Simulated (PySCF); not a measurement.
# Removing an electron from `CCO[SiH2][SiH2]N`

C2H11NOSi2.
Geometry (PBE0-D3(BJ)/def2-SVP, Å), atoms numbered from 1 in this order:
```
atom  x, y, z in Å
C1    -2.973   -0.603    0.058
C2    -2.169    0.660   -0.168
O3    -0.859    0.559    0.339
Si4    0.425   -0.168   -0.443
Si5    2.342    0.341    0.797
N6     3.700   -0.266   -0.107
H7    -4.009   -0.472   -0.293
H8    -2.538   -1.458   -0.483
H9    -3.000   -0.855    1.129
H10   -2.650    1.509    0.345
H11   -2.149    0.910   -1.248
H12    0.241   -1.653   -0.563
H13    0.526    0.360   -1.848
H14    2.346    1.815    1.101
H15    2.327   -0.369    2.113
H16    4.603   -0.331    0.350
H17    3.819    0.036   -1.068
```

Level: CAM-B3LYP/def2-SVPD (PySCF). Frontier orbitals with their largest atomic shares (Löwdin; up to four atoms above 4 %):

| orbital | ε (eV) | main atoms |
| --- | --- | --- |
| HOMO−3 | -10.23 | O3 30 %, C2 19 %, H10 9 %, Si4 9 % |
| HOMO−2 | -9.57 | O3 27 %, Si4 17 %, Si5 13 %, H13 12 % |
| HOMO−1 | -9.31 | O3 35 %, N6 13 %, Si4 12 %, H12 10 % |
| HOMO | -8.64 | ? |
| LUMO | 0.55 | Si5 25 %, Si4 19 %, N6 10 %, H16 8 % |
| LUMO+1 | 1.29 | Si4 24 %, Si5 14 %, C1 11 %, C2 7 % |
| LUMO+2 | 1.72 | Si5 28 %, Si4 17 %, O3 10 %, H14 10 % |

Question: What vertical ionisation energy does ΔSCF give, and how far is −ε(HOMO) from it?

Answer: ΔSCF: 9.42 eV (909 kJ/mol; threshold wavelength 132 nm); ⟨S²⟩ of the doublet left behind is 0.762, against 0.75 for a pure doublet. −ε(HOMO) is 8.64 eV, 0.78 eV below it. For the exact functional −ε(HOMO) would equal the first vertical ionisation energy; CAM-B3LYP (range-separated hybrid) falls short of its own ΔSCF value by 8 %. Holes in the HOMO−1 and HOMO−2 were tried too where these lie within 1.2 eV of the HOMO; the lowest converged state counts.

Question: On which atoms does the HOMO lie?

Answer: N6 (silicon-bound nitrogen) 39 %, Si5 (SiH2 silicon) 20 %, Si4 (oxygen-bound silicon) 13 %, H14 (Si–H hydrogen) 11 %, so no atom holds as much as 40 %. The HOMO−1 lies 0.67 eV lower.

Question: What total energies stand behind the ΔSCF value?

Answer: E(N) = -791.42943 Eh and E(N − 1) = -791.08308 Eh at the same geometry, 0.34635 Eh apart.

Question: How many of the 10 lowest singlet excitations (vertical TDDFT, same level) lie below the ionisation energy?

Answer: All 10; they run from 5.80 to 7.97 eV.

Question: Shift the occupied levels rigidly so that −ε(HOMO) equals the ΔSCF value. What binding energies result?

Answer: The shift is +0.78 eV: HOMO 9.42, HOMO−1 10.09, HOMO−2 10.35, HOMO−3 11.01 eV. A rigid shift is only a rough guide to the deeper ionisations.

Question: With α = 94.3 au, estimate the like-pair dispersion coefficient by London's formula C6 = (3/4)α²I.

Answer: I = 0.3463 Eh, so C6 ≈ 2310 au; the Casimir–Polder integral at the same level gives 3330 au, 1.44 times as much.

Isolated species at its PBE0-D3(BJ)/def2-SVP geometry (one conformer only).
